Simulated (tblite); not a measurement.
Species: C4H5N3.
Numbering: `[CH3:1][c:2]1[cH:3][n:4][n:5][cH:6][n:7]1` (hydrogens: H8, H9, H10 on C1; H11 on C3; H12 on C6)

A start from a force field or distance geometry was refined with tblite 0.8.0, GFN2-xTB geometry optimisation, gas phase. Values at the start:

```csv
coordinate,start
C1–C2,1.485 Å
C1–H8,1.096 Å
C2–C3,1.379 Å
C2–N7,1.354 Å
C3–N4,1.339 Å
C3–H11,1.090 Å
N4–N5,1.356 Å
N5–C6,1.351 Å
C6–N7,1.337 Å
C6–H12,1.085 Å
C1–C2–C3,121.5°
C1–C2–N7,117.8°
C2–C3–N4,122.2°
C2–N7–C6,115.1°
C3–C2–N7,120.7°
C3–N4–N5,117.6°
N4–N5–C6,118.7°
N5–C6–N7,125.7°
```

Q: How do these coordinates change at the GFN2-xTB level?

A: 
| coordinate | GFN2-xTB (Å or °) | change |
| --- | --- | --- |
| N4–N5 | 1.306 | -0.050 |
| N5–C6 | 1.315 | -0.036 |
| C2–N7 | 1.324 | -0.030 |
| C2–C3 | 1.406 | +0.027 |
| C3–N4 | 1.315 | -0.024 |
| C3–H11 | 1.080 | -0.010 |
| C6–N7 | 1.329 | -0.008 |
| C1–H8 | 1.089 | -0.007 |
| C6–H12 | 1.081 | -0.004 |
| C1–C2 | 1.488 | +0.003 |
| C3–C2–N7 | 118.6 | -2.1 |
| C3–N4–N5 | 119.4 | +1.8 |
| C1–C2–C3 | 122.7 | +1.2 |
| C2–N7–C6 | 116.1 | +1.0 |
| C1–C2–N7 | 118.7 | +0.9 |
| C2–C3–N4 | 121.3 | -0.9 |
| N5–C6–N7 | 126.1 | +0.4 |
| N4–N5–C6 | 118.6 | -0.1 |

The energy falls by 16.1 kJ/mol over 20 L-BFGS steps, the largest force on an atom goes from 2.34 to 0.010 eV/Å, and the atoms move by 0.032 Å rms after alignment. The bond that changes most is N4–N5 (both ends pyridine-type nitrogen), which shortens by 0.050 Å. Bonds longer at the end by more than 0.005 Å: 1 of 12; shorter: 9. Rotational constants go from 6007, 2727, 1898 to 6258, 2738, 1927 MHz.

Its GFN2-xTB frequencies are all real (lowest 59 cm⁻¹). 2 starts were optimised and ended at 0.00 and 0.04 kcal/mol (GFN2-xTB); the lowest of these is shown.

The numbers are calculated, not measured.
